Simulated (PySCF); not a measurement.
**How methods differ on the ionisation energy of Hf³⁷⁺**

Hf³⁷⁺ [Ar] 3d10 4s2 4p5 [4p1/2^2 4p3/2^3, M_J = 3/2] → Hf³⁸⁺ [Ar] 3d10 4s2 4p4 [4p1/2^2 4p3/2^2, M_J = 2], as a difference of total energies. All numbers are calculated (PySCF 2.14, the two-component X2C-1e Hamiltonian, in an uncontracted even-tempered set (17 s from 4.1 bohr⁻², ratio 2.8; 14 p from 5.4 bohr⁻², ratio 2.8; 8 d from 9.5 bohr⁻², ratio 2.8; 4 f from 26 bohr⁻², ratio 3)). Correlated levels: [Ne] frozen; the 80 highest virtual spinors dropped. "Screened" scales the spin-orbit matrix elements by Boettger's factors to mimic the two-electron term; Breit and QED terms are absent.

Problem. Order these methods by the ionisation energy they give, lowest first.
A. GHF (screened spin-orbit)
B. GHF (spin-free)
C. GMP2 (spin-free)
D. GMP2 (screened spin-orbit)

Solution. A (1714.4 eV), D (1715.8 eV), B (1737.4 eV), C (1738.8 eV).

Breit and QED terms and the two-electron picture change are absent.

The spin-free rows relax to the high-spin LS determinant and lack the spin-orbit shift.

The labels give the starting determinants; with spin-orbit coupling the two ends relaxed to ⟨J²⟩ = 3.75, ⟨L²⟩ = 2.06, ⟨S²⟩ = 0.81 and ⟨J²⟩ = 6.00, ⟨L²⟩ = 3.26, ⟨S²⟩ = 1.45.

For comparison: 1719 ± 4 eV (theoretical estimate listed by NIST; NIST Atomic Spectra Database, ionization energies).
